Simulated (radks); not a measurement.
Q: Si+, configuration [Ne] 3s2 3p1. Calculated with a radial shooting solver on a logarithmic mesh with Libxc functionals: non-relativistic Kohn-Sham, LDA (Slater exchange, VWN5 correlation), spin-polarised, spherical densities, point nucleus; open shells are filled with parallel spins first; hard spherical wall at 12 bohr. Some entries of the table are withheld. Estimate them.

orbital  occ.  eigenvalue (eV)  <r> (bohr)  <r^2> (bohr^2)
1s up       1        -1783.447      0.1120         0.01688
1s down     1        -1783.339      0.1120         0.01688
2s up       1        -147.6131      0.5724          0.3918
2s down     1        -147.4838      0.5721          0.3913
2p up       3        -105.1932      0.5389          0.3669
2p down     3        -105.0303      0.5385          0.3661
3s up       1         -19.4618       2.054           4.868
3s down     1         -18.4996       2.061           4.916
3p up       1              (1)       2.433           6.928
3p down     0              (2)       2.470           7.173
4s up       0          -4.4548       5.280           31.28
4s down     0          -4.2048       5.419           32.86
3d up       0          -3.8664       3.911           18.19
3d down     0          -3.3198       4.218           21.11
4p up       0              (3)       6.109           41.56
4p down     0              (4)       6.231           43.14

A: 
(1) 3p up eigenvalue (eV): -12.1414
(2) 3p down eigenvalue (eV): -11.2367
(3) 4p up eigenvalue (eV): -2.7271
(4) 4p down eigenvalue (eV): -2.5524
